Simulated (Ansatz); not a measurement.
```yaml
crystal:
  periodic: [false, false, false]
  atoms:
    - {symbol: C, position_ang: [-1.408300, -0.564739, 0.443729]}
    - {symbol: C, position_ang: [-0.075605, -0.440978, 0.727432]}
    - {symbol: N, position_ang: [0.522976, -0.847960, 1.961950]}
    - {symbol: C, position_ang: [1.040364, 0.362551, 0.010377]}
    - {symbol: Si, position_ang: [0.488080, 0.991065, -1.705621]}
    - {symbol: H, position_ang: [-1.597126, -0.038717, -0.452832]}
    - {symbol: H, position_ang: [-1.487898, -1.389931, 0.401613]}
    - {symbol: H, position_ang: [-1.955511, -0.138964, 1.205792]}
    - {symbol: H, position_ang: [1.578135, -0.869200, 2.049872]}
    - {symbol: H, position_ang: [0.162375, -1.711308, 2.213991]}
    - {symbol: H, position_ang: [2.081419, 0.258766, 0.182490]}
    - {symbol: H, position_ang: [1.802709, 1.542616, -2.523904]}
    - {symbol: H, position_ang: [-0.544227, 2.224844, -1.630253]}
    - {symbol: H, position_ang: [-0.223649, -0.019225, -2.814169]}
basis:
  gaussian: {orbitals: def2-SVPD}
magnetization: {spin_polarized: true, initial_magnetization: 1}
hamiltonian: {xc: {name: RPBE}, dispersion: d4}
output: {forces: true}
```

```sh
$ ansatz run in.yaml --threads 4 --pin off --events-out ev --progress --plain --max-ram 10444MiB
```

Shortened log:

```
Error: a molecule whose nuclei and cores have a total charge of 48 cannot have a net charge of 0 together with 1 unpaired electrons
```

(1) Something in this input is off. What?

Results:

(1) The number of unpaired electrons doesn't fit the electron count. The program refused the input.
